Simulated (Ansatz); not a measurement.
Two isomers of C2H6ClNSi: A = `C[Si]1(Cl)CN1`, B = `N=C([SiH3])CCl`.

Calculated with Ansatz (gas phase, PBE0-D4/def2-TZVP geometries, no zero-point term in ΔE). CCSD(T)/CBS is the MP2 limit (def2-TZVPP, def2-QZVPP) plus CCSD(T) − MP2 in def2-TZVPP, frozen cores. Functionals use def2-TZVPP. B3LYP here is the variant with VWN-RPA as its local correlation; programs differ in this. Each species was taken in one conformer, which may not be the lowest.

A:

```xyz
11

C    -0.962    0.811    1.130
Si   -0.147    0.349   -0.466
Cl   -0.832    1.569   -1.958
C     0.540   -1.303   -0.798
N     1.471   -0.135   -0.588
H    -2.048    0.758    1.039
H    -0.696    1.832    1.412
H    -0.639    0.131    1.921
H     0.608   -1.751   -1.786
H     0.497   -2.046   -0.001
H     2.208   -0.215    0.094
```

B:

```xyz
11

N    -1.512    0.444    0.693
C    -0.385    0.173    0.190
Si   -0.122   -1.649   -0.296
C     0.742    1.141   -0.054
Cl    0.376    2.807    0.433
H    -1.581    1.441    0.926
H    -0.302   -2.498    0.905
H     1.257   -1.830   -0.828
H    -1.102   -2.013   -1.347
H     1.631    0.826    0.495
H     0.997    1.157   -1.116
```

Q: Which is lower in electronic energy at CCSD(T)/CBS, and by how much? (Best estimate.)

A: Computed: A, by 44.7 kcal/mol.

Q: Give E(B) − E(A) in kcal/mol with B3LYP, PBE0-D4, B3LYP-D4, HF/def2-TZVPP, ωB97M-V, B2PLYP, CCSD/def2-TZVPP. (Best estimate.)

A: Computed: B3LYP 42.3, PBE0-D4 47.1, B3LYP-D4 42.3, HF/def2-TZVPP 40.3, ωB97M-V 46.6, B2PLYP 43.7, CCSD/def2-TZVPP 43.4. None reverses the order clearly.

Largest T1 diagnostic: 0.012.

From PBE to PBE0 (25 % exact exchange), in def2-TZVPP and without D4, E(B) − E(A) moves by +2.8 kcal/mol. In def2-TZVPP, CCSD(T) changes the Hartree–Fock value by +2.4 kcal/mol (the triples alone add −0.6 kcal/mol) and MP2 by +7.0 kcal/mol.
